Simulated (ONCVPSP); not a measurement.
## Cutoff test, Zn (Z = 30), ONCV

zinc, optimised norm-conserving Vanderbilt (ONCV), made with ONCVPSP 4.0.1 (PBE, scalar-relativistic). Core [Ar], reference 3d10 4s2. Waves: 4s: rc 2.10 bohr, ncon 4, nbas 8, qcut 2.9 1/bohr, 2 projectors, debl 3.6 Ha; p scattering state at 0.17 Ha: rc 1.90 bohr, ncon 4, nbas 9, qcut 4 1/bohr, 1 projector; 3d: rc 1.25 bohr, ncon 4, nbas 9, qcut 13.5 1/bohr, 2 projectors, debl 0.9 Ha. Local part: polynomial inside 0.85 bohr (lpopt 5, dvloc0 6 Ha). Core correction: polynomial model core, fcfact 0.3.

Question: For each optimised wave give the share of its norm inside rc, the residual kinetic energy above qcut (Ha) and the cutoffs (Ha) for errors of 10, 1, 0.1 and 0.01 mHa per electron.

Answer:

```
         wave  norm inside rc  residual KE  10 mHa  1 mHa  0.1 mHa  0.01 mHa
           4s           0.347      2.9e-03     2.9    9.1     34.9      41.9
s projector 2           0.168      2.6e-01    17.9   47.4     54.6      68.1
p projector 1           0.251      7.7e-05     1.9    5.4      7.7      22.0
           3d           0.799      1.2e-06    58.8   69.2     77.6      84.1
d projector 2           0.056      2.1e-07    48.3   61.8     72.4      80.4
```

The occupied waves need 69 Ha and 78 Ha for 1 and 0.1 mHa. Note: no bound ghost flagged; GHOST(+) flagged for s at 33.2 eV, p at 33.8 eV. Its largest configuration-test error is -699 meV.
